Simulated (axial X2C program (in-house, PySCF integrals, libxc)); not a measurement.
Low determinants of NiF at the PBE0 level, 2c

All values were computed with an in-house all-electron X2C program for linear molecules (integrals from PySCF). Two-component (2c) means X2C with spin–orbit coupling and atomic mean-field two-electron Coulomb and Gaunt terms. Basis: Ni dyall-v3z [9s9p6d3f2g], F dyall-v3z [6s5p2d1f] (cores contracted in-house); Gaussian nuclei, density fitting, unrestricted open shells. Masses: Ni 57.935 u, F 18.998 u.

Search at 1.740 Å (vertical energies from the lowest determinant):

```tsv
ΔE (eV)	state	electrons beyond evenly filled partner blocks	electrons in ±ω = 1/2, 3/2, 5/2, 7/2
0.00	Ω = 1/2	ω = 1/2	25 10 2 0
0.00	Ω = 3/2	ω = 3/2	26 9 2 0
0.14	Ω = 5/2	ω = 5/2	26 10 1 0
0.63	Ω = 7/2	2 × ω = 1/2, ω = 5/2	26 10 1 0
0.78	Ω = 1/2	2 × ω = -1/2, ω = 3/2	26 9 2 0
0.82	Ω = 5/2	2 × ω = 1/2, ω = 3/2	26 9 2 0
1.13	Ω = 9/2	ω = 1/2, ω = 3/2, ω = 5/2	27 9 1 0
```

Lowest determinant, Ω = 1/2 (⟨Sz⟩ = 0.49, ⟨Lz⟩ = 0.01 at PBE0): Re = 1.754 Å, ωe = 621.9 cm⁻¹.

The determinant in row 2 of the search, Ω = 3/2 (⟨Sz⟩ = 0.49, ⟨Lz⟩ = 1.01 at PBE0), was followed along the bond at PBE0; measured from the minimum of the lowest determinant it gives:

Te = 0.002 eV (19 cm⁻¹), Re = 1.732 Å, ωe = 637.8 cm⁻¹.

(1) Compare the bond of the determinant in row 2 with that of the lowest one.

The search compares states at one distance, so a state with another bond length can lie lower; it is not exhaustive and yields mostly the lowest determinant of each block pattern, so other components and higher states of one pattern are missing. These are energies of single determinants, not of spin-adapted states; PBE0 term energies can be off by some tenths of an eV, and the functional has no current term. The lowest determinant need not be the ground state where others lie within half an eV.

Answers

(1) At PBE0 its Re is 0.022 Å shorter and its force constant, which goes as ωe², is 1.05 times that of the lowest determinant. T0 ≈ Te + Δωe/2 = 19 + (8) = 27 cm⁻¹.
